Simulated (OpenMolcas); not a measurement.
Pt6+ among 4 point charges of -1 e arranged as a tetrahedron (Td).

- Program: OpenMolcas
- Method: SS-CASPT2, IPEA 0.25 Eh, imaginary shift 0.1 Eh (closed shells correlated: 4f 5s 5p)
- Basis: ANO-RCC-VDZP [7s6p4d2f]
- Scalar Hamiltonian: DKH2, point nucleus
- Active space: 4 electrons in 5 orbitals (5d)
- State averaging: 2S+1 = 5 even, 5 roots; 2S+1 = 3 even, 45 roots; 2S+1 = 1 even, 50 roots
- Spin-orbit coupling: RASSI with atomic mean-field integrals over the reference wave functions

All point charges move together. At R = 1.92 Å the first state of the same spin is 1790 cm-1, and at R = 2.04 Å it is 1330 cm-1.

Problem. A third run gives 1070 cm-1. What distance was it run at?

Solution. With a power law R^-n the two known points give n = -ln(1330 / 1790) / ln(2.04 / 1.92) = 4.90. Then R = 1.92 × (1790 / 1070)^(1/4.90) = 2.133 Å. The run was at 2.16 Å, so the estimate is off by -0.027 Å.

Roots that are degenerate in the reference are averaged as groups; the widest CASPT2 spread within a group is 200 cm-1 (the 3-fold group of multiplicity 3 near 23400 cm-1 above the lowest state of its run, R = 1.92). Shifts and gaps below about the spread of the groups concerned are not significant. Point charges give a weaker field than real ligands, and real ions of this kind are as a rule low spin; the high spin found here belongs to the model. The ground term spreads over less than 5000 cm-1, several times less than with real ligands, so orbital moments are less quenched and χT lies further from the spin-only value than at real sites. Free-ion shares, where given, are those of the reference states; single-state CASPT2 does not remix them. Spin-orbit coupling mixes the spin-free states strongly: the lowest level takes only 36 % from its leading state, 5T2 (figures for R = 1.92; the like holds for R = 2.04, R = 2.16). Point charges carry no covalency, so the field is a model and not that of real ligands. No measured value stands beside these numbers.
